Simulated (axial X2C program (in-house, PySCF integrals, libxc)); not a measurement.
**What spin–orbit coupling does to NaBr**

Calculated with an axial X2C code built on PySCF integrals. Spin-free means the one-electron spin-free X2C Hamiltonian; two-component (2c) means X2C with spin–orbit coupling and atomic mean-field two-electron Coulomb and Gaunt terms, so the difference of the two also holds small scalar two-electron terms. Basis: Br dyall-cv3z [8s9p6d4f1g], Na dyall-cv3z [9s8p5d2f] (cores contracted in-house); Gaussian nuclei, density fitting, unrestricted open shells. Masses: Br 78.918 u, Na 22.990 u.

Spin-free state: M_S = 0, Λ = 0 (closed shell); fragments Br + Na.

```json
{"level": "PBE0", "Re (Å)": "2.503", "ωe (cm⁻¹)": "298.0", "De (eV)": "3.669", "μ (D)": "8.82"}
{"level": "HF", "Re (Å)": "2.534", "ωe (cm⁻¹)": "293.2", "De (eV)": "2.755", "μ (D)": "9.51"}
{"level": "MP2", "Re (Å)": "2.535", "ωe (cm⁻¹)": "291.2", "De (eV)": "3.761", "μ (D)": "n/a"}
{"level": "CCSD", "Re (Å)": "2.534", "ωe (cm⁻¹)": "292.0", "De (eV)": "3.630", "μ (D)": "n/a"}
{"level": "CCSD(T)", "Re (Å)": "2.535", "ωe (cm⁻¹)": "291.3", "De (eV)": "3.694", "μ (D)": "n/a"}
{"level": "B3LYP", "Re (Å)": "2.512", "ωe (cm⁻¹)": "294.4", "De (eV)": "3.622", "μ (D)": "8.69"}
```

Correlated methods: 8 electrons correlated (number of frozen shells: Br 3 s, 2 p, 1 d; Na 2 s, 1 p), 234 virtual spin orbitals or spinors in MP2, 72 natural virtuals in coupled cluster.

Dipoles are positive if Na is the positive end.

Two-component determinant lowest at the distance of the search:

Ω = 0 (closed shell); fragments Br + Na.

| level | Re (Å) | ωe (cm⁻¹) | De (eV) | μ (D) |
| --- | --- | --- | --- | --- |
| PBE0 | 2.504 | 297.6 | 3.566 | 8.81 |
| HF | 2.535 | 292.9 | 2.592 | 9.50 |
| MP2 | 2.536 | 291.0 | 3.619 | n/a |
| CCSD | 2.534 | 291.8 | 3.485 | n/a |
| CCSD(T) | 2.536 | 291.1 | 3.551 | n/a |
| B3LYP | 2.513 | 293.9 | 3.471 | 8.68 |

From the two tables, how do the constants change at the CCSD(T) level (2c against spin-free)?

At the CCSD(T) level Re rises by 0.001 Å and ωe doesn't move by more than 0.2 cm⁻¹; De changes by -0.143 eV.

The state is one determinant whose occupation by symmetry is held fixed; it was picked as the lowest of a PBE0 search that is not exhaustive. Closed shells are restricted here (equal orbitals for both partners); the stretched side of such a curve lies too high. De is counted from the lowest determinant-based energies of the atoms at the same level, without counterpoise correction. CCSD and (T) use frozen natural virtuals with an MP2 correction for the truncation; (T) itself is uncorrected, so its De runs slightly low. Without a current term, density functionals place determinants with orbital angular momentum somewhat too high. With the outer-core shells frozen, correlated bond lengths of heavy atoms tend to come out a few hundredths of an ångström too long.
